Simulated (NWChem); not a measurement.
# CH3F2Sb; SMILES [F][Sb]([F])[CH3]

```xyz
7

Sb    -0.0733     0.0012     0.3376
F     -0.8504    -1.4198    -0.7212
F     -0.8013     1.4478    -0.7217
C      1.7636    -0.0328    -0.7672
H      1.5009     0.0221    -1.8333
H      2.3100    -0.9662    -0.5669
H      2.3924     0.8275    -0.4947
```
Atoms are numbered in this order, from 1.

Level: PBE0/def2-SVP with def2 effective core potentials on Sb (NWChem), optimised geometry, unscaled harmonic frequencies. def2 effective core potentials on Sb; no spin-orbit coupling.

```tsv
frequency (cm⁻¹)	IR intensity (km/mol)
49	0.1
166	0.1
183	10.4
215	13.7
532	31.2
634	71.2
641	56.4
744	9.0
749	24.5
1215	6.3
1415	12.0
1416	8.9
3065	1.2
3188	0.8
3199	0.8
```

| Quantity | Value |
|---|---|
| zero-point energy | 24.9 kcal/mol |
| thermal correction to the enthalpy at 298.15 K (with zero-point energy) | 29.3 kcal/mol |
| heat capacity Cv | 18.5 cal/(mol K) |
| entropy at 298.15 K and 1 atm (symmetry number 1) | 81.1 cal/(mol K) |

Rigid rotor and harmonic oscillator; modes under 100 cm⁻¹ make the entropy uncertain.
